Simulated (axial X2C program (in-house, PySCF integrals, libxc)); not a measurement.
# Worked dissociation energy of SI⁻: HF, with spin–orbit coupling

Computed with an in-house all-electron X2C program for linear molecules (integrals from PySCF). Two-component (2c) means X2C with spin–orbit coupling and atomic mean-field two-electron Coulomb and Gaunt terms. Basis: I dyall-acv3z [12s13p9d5f1g], S dyall-av3z [9s8p3d2f] (cores contracted in-house); Gaussian nuclei, density fitting, unrestricted open shells. Masses: I 126.904 u, S 31.972 u.

Molecular state: Ω = 0 (closed shell).

- E(I-) (2M_J = 0): -7109.863080 hartree
- E(S) (2M_J = 2): -398.537699 hartree
- E(SI⁻) at Re: -7508.405450 hartree
- ωe: 337.0 cm⁻¹
- ωexe: 1.54 cm⁻¹

Q: Work out De and D0.

A: De = -7109.863080 + (-398.537699) − (-7508.405450) = 0.00467 hartree = 0.127 eV. The zero-point energy is ωe/2 − ωexe/4 = 168 cm⁻¹ = 0.021 eV, so D0 = 0.106 eV.

Occupations by symmetry block were frozen at the best pattern of an incomplete PBE0 search. Closed shells are restricted here (equal orbitals for both partners); the stretched side of such a curve lies too high. Dissociation energies refer to the lowest single-determinant-based atoms at the same level and basis. Hartree–Fock gets electron affinities wrong, so its lowest charge split need not be the true one.

Hartree–Fock lacks correlation and underbinds, often by eV.

Each atomic determinant is the lowest at this level and need not be a pure J level. Totals compare only within one Hamiltonian and basis.
